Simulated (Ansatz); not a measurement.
All values below come from frozen-core CCSD(T)/cc-pVDZ // PBE-D3(BJ)/def2-SVP run with Ansatz (an electronic-structure program). The restricted HF reference is unstable towards unrestricted orbitals.

Ansatz 0.2 input:
```yaml
crystal:
  periodic: [false, false, false]
  atoms:
    - { symbol: C, position_ang: [-1.551203, -3.613533, 0.984614] }
    - { symbol: C, position_ang: [-1.041637, -2.537817, 0.691384] }
    - { symbol: C, position_ang: [-0.475401, -1.274412, 0.347117] }
    - { symbol: C, position_ang: [0.919434, -1.072734, 0.291868] }
    - { symbol: C, position_ang: [1.48798, 0.181236, -0.049907] }
    - { symbol: Si, position_ang: [3.363592, 0.386704, -0.10523] }
    - { symbol: C, position_ang: [0.641201, 1.263678, -0.344736] }
    - { symbol: C, position_ang: [-0.764018, 1.109425, -0.302372] }
    - { symbol: C, position_ang: [-1.804075, 2.072684, -0.564621] }
    - { symbol: C, position_ang: [-3.061059, 1.541168, -0.419547] }
    - { symbol: S, position_ang: [-3.051331, -0.144858, 0.039936] }
    - { symbol: C, position_ang: [-1.306108, -0.163156, 0.044527] }
    - { symbol: H, position_ang: [-1.994192, -4.564778, 1.243918] }
    - { symbol: H, position_ang: [1.566205, -1.932299, 0.525832] }
    - { symbol: H, position_ang: [3.979494, -0.557827, -1.103502] }
    - { symbol: H, position_ang: [3.97751, 0.094564, 1.238562] }
    - { symbol: H, position_ang: [3.688547, 1.801794, -0.498794] }
    - { symbol: H, position_ang: [1.062613, 2.245566, -0.612514] }
    - { symbol: H, position_ang: [-1.61314, 3.116376, -0.849041] }
    - { symbol: H, position_ang: [-4.024412, 2.04822, -0.557495] }
basis:
  gaussian: { orbitals: cc-pVDZ }
correlation:
  method: ccsd_t
```

Output:

```
Functional definition: HF
2045 factors; integrals over basis functions are off by at most 1.1e-3 eV
mean field evaluation 1: about -29103.4477 eV, gradient 3.9e1 eV
mean field evaluation 2: about -29103.9967 eV, gradient 3.8e1 eV
mean field evaluation 4: about -29109.3416 eV, gradient 7.5e0 eV
mean field evaluation 8: about -29109.5298 eV, gradient 5.5e-1 eV
mean field evaluation 16: about -29109.5319 eV, gradient 2.3e-6 eV
mean field -29109.53189124 eV, -1069.7555658537 hartree, gradient 2.3e-6 eV, S^2 0.000000; 0 other end points of the search recorded, 0 dependent functions left out; unrestricted orbitals would lower it
20 core orbitals not correlated
reference -29109.53189124 eV, -1069.7555658537 hartree; 29, 29 occupied and 167, 167 virtual orbitals, 2045 factors
second order -41.55407461 eV of doubles, -0.00000000 eV of singles
cycle   1  -41.47902261 eV  change    7.5e-2 eV  update   1.8e-1
cycle   2  -42.86349738 eV  change    -1.4e0 eV  update   6.0e-2
cycle   3  -43.18695062 eV  change   -3.2e-1 eV  update   2.7e-2
cycle   4  -43.19149206 eV  change   -4.5e-3 eV  update   8.4e-3
cycle   5  -43.19688664 eV  change   -5.4e-3 eV  update   4.4e-3
cycle   6  -43.19899359 eV  change   -2.1e-3 eV  update   1.3e-3
cycle   7  -43.19843109 eV  change    5.6e-4 eV  update   6.9e-4
cycle   8  -43.19838305 eV  change    4.8e-5 eV  update   3.0e-4
cycle   9  -43.19845098 eV  change   -6.8e-5 eV  update   1.5e-4
cycle  10  -43.19837229 eV  change    7.9e-5 eV  update   5.7e-5
cycle  11  -43.19832207 eV  change    5.0e-5 eV  update   2.2e-5
perturbative correction -2.10553889 eV, -0.0773771270 hartree
Total energy: -29154.83575220 eV, -1071.4204520360 hartree
```

Cost: around 13 core-minutes (rough).
